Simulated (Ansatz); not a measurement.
Mulliken charges of `[F][Al]1[SiH2][S]1` from PBE/def2-TZVPP in Ansatz (PBE0-D4/def2-TZVP geometry).

```
atom   x (Å)   y (Å)   z (Å)  charge (e)
  F1  -0.302  -2.925   0.621      -0.271
 Al2  -0.235  -1.340   0.216       0.471
 Si3   0.433   0.854   0.013       0.113
  S4  -1.422   0.059  -0.914      -0.234
  H5   1.404   1.363  -0.990      -0.040
  H6   0.165   1.925   1.008      -0.040
```

Question: By hand: the dipole of these point charges (1 e Å = 4.8032 D).

Answer: Σ q r = (0.290, 0.113, 0.148) e Å, of length 0.345 e Å = 1.66 D.

Question: How does the dipole of the full density compare? (An estimate is asked.)

Answer: The calculation gave: (0.215, 0.077, 0.112) e Å, 1.22 D; the point charges give 1.36 times that, at 2° from its direction.

Point charges leave out the atoms' own dipoles, such as those of lone pairs, and Mulliken's split depends on the basis, so the two needn't agree.
